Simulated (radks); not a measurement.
Species: Ga4+. Configuration: [Ar] 3d9.

Method: Dirac Kohn-Sham, PBE, spin-unpolarised, spherical densities, point nucleus; open shells fill j = l - 1/2 first; computed with a radial shooting solver on a logarithmic mesh with Libxc functionals.

Energy parts (eV):
| part | energy |
|---|---|
| total | -52777.682 |
| kinetic | 53830.638 |
| electron-nucleus | -125780.292 |
| Hartree | 21183.927 |
| exchange-correlation | -2011.955 |

Orbitals (lengths in bohr, moments of r in powers of bohr):
[
 {"orbital": "1s1/2", "occ.": "2", "eigenvalue (eV)": "-10286.67", "<r>": "0.04860", "<r^2>": "0.003178", "small-component weight": "1.25e-02"},
 {"orbital": "2s1/2", "occ.": "2", "eigenvalue (eV)": "-1321.401", "<r>": "0.2176", "<r^2>": "0.05590", "small-component weight": "2.41e-03"},
 {"orbital": "2p1/2", "occ.": "2", "eigenvalue (eV)": "-1176.554", "<r>": "0.1883", "<r^2>": "0.04355", "small-component weight": "2.40e-03"},
 {"orbital": "2p3/2", "occ.": "4", "eigenvalue (eV)": "-1148.898", "<r>": "0.1918", "<r^2>": "0.04506", "small-component weight": "2.36e-03"},
 {"orbital": "3s1/2", "occ.": "2", "eigenvalue (eV)": "-205.9957", "<r>": "0.6469", "<r^2>": "0.4824", "small-component weight": "5.52e-04"},
 {"orbital": "3p1/2", "occ.": "2", "eigenvalue (eV)": "-158.9833", "<r>": "0.6635", "<r^2>": "0.5174", "small-component weight": "5.05e-04"},
 {"orbital": "3p3/2", "occ.": "4", "eigenvalue (eV)": "-155.2782", "<r>": "0.6736", "<r^2>": "0.5330", "small-component weight": "4.93e-04"},
 {"orbital": "3d3/2", "occ.": "4", "eigenvalue (eV)": "-75.9938", "<r>": "0.7416", "<r^2>": "0.6906", "small-component weight": "3.76e-04"},
 {"orbital": "3d5/2", "occ.": "5", "eigenvalue (eV)": "-75.4852", "<r>": "0.7458", "<r^2>": "0.6984", "small-component weight": "3.73e-04"}
]

The highest occupied level is 3d5/2 at -75.485 eV. For comparison, the ionisation energy in NIST's Atomic Spectra Database is 86.0 eV (semi-empirical). In exact Kohn-Sham theory the highest level is minus the ionisation energy, but local and semilocal functionals leave it too shallow, through self-interaction and a potential that decays too fast; potentials with the right tail come closer.

Beside tabulated values, note that spin-unpolarised runs miss the spin-polarisation part of the exchange energy of open shells.
